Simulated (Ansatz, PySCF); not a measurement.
Dimer: CH4 (SMILES C) (first 5 atoms) with C2H2 (SMILES C#C); geometry from B3LYP-D3(BJ)/def2-TZVP, rigid monomers moved along the line of their centres of mass till C1···H9 is 2.51 Å.
(charge 0, multiplicity 1):
```xyz
9

C      0.00926     0.21161    -0.50701
H      0.16022     0.30764    -1.58108
H      0.96680     0.02278    -0.02335
H     -0.42018     1.13605    -0.12175
H     -0.66928    -0.61881    -0.31363
C      0.12393    -0.31940     4.13744
C     -0.14730    -0.15060     2.98389
H      0.36778    -0.46965     5.16075
H     -0.38694    -0.00098     1.95933
```

Counterpoise-corrected where a basis set is named; no monomer relaxation. Rows marked so take none.

Rows in 6-31G*, STO-3G carry no dispersion term and start afresh at each structure (6-31G* with six Cartesian d functions). MP2/6-31G* freezes PySCF's default core.

Codes used: Ansatz (Gaussian orbitals); PySCF for 6-31G* rows, STO-3G rows, the dispersion terms. 

One of these levels gives 1.08 kcal/mol for the interaction energy. Name it.
A. B3LYP/6-31G*
B. MP2/6-31G* (no counterpoise)
C. r2SCAN-D3(BJ)/def2-TZVPPD
D. HF/STO-3G (no counterpoise)

D, HF/STO-3G (no counterpoise). The others give -0.43 (r2SCAN-D3(BJ)/def2-TZVPPD), 0.47 (B3LYP/6-31G*), -0.05 (MP2/6-31G* (no counterpoise))

Ansatz is a quantum-chemistry and plane-wave program.
